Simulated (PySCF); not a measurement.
F4Nb, neutral, multiplicity 2. Atoms are numbered in the order given.

```xyz
5

Nb     0.0000     0.0000     0.0000
F      1.1987     1.1987     0.7564
F     -1.1987    -1.1987     0.7564
F      1.1987    -1.1987    -0.7564
F     -1.1987     1.1987    -0.7564
```
Charge 0, spin multiplicity 2.

Geometry: PBE0-D3(BJ)/def2-SVP. The multiplicity is an assumed one; other spin states were not compared. The isomer is the one that the SMILES or the coordinates give; other isomers of the formula were not compared. The def2 effective core potentials stand for the cores of Nb; spin–orbit coupling is left out.

All values below come from PBE0-D3(BJ)/def2-SVP run with PySCF 2.14.0.

Frequencies are harmonic and unscaled.

Modes within 1.5 cm⁻¹ of each other (mostly degenerate sets) share a row, with their intensities summed.

| mode | ν (cm⁻¹) | IR (km/mol) | moving atoms (share of kinetic energy) |
|---|---|---|---|
| 1 | 151 | 0.0 | F 100 % |
| 2–3 | 163 | 44.3 | F 82 %, Nb 18 % |
| 4 | 176 | 23.4 | F 68 %, Nb 32 % |
| 5 | 199 | 0.0 | F 100 % |
| 6 | 684 | 99.8 | F 87 %, Nb 13 % |
| 7 | 706 | 0.0 | F 100 % |
| 8–9 | 740 | 443.1 | F 73 %, Nb 27 % |
